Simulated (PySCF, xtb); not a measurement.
C2H2F3, SMILES FC[C](F)F (connectivity only; charge and spin as stated), charge +1, multiplicity 1.

GFN2-xTB (xtb) at its own geometry gives an orbital gap of 2.55 eV.

Geometry optimised at ωB97X-D3(BJ)/def2-SVP. The multiplicity is an assumed one; other spin states were not compared. The isomer is the one that the SMILES or the coordinates give; other isomers of the formula were not compared. The values are those of a single conformer.

What does PBE/def2-TZVP run with PySCF give? (Estimate from the structure and the level; the computed values follow.)

gap 4.04 eV (levels -15.10 and -11.06 eV).
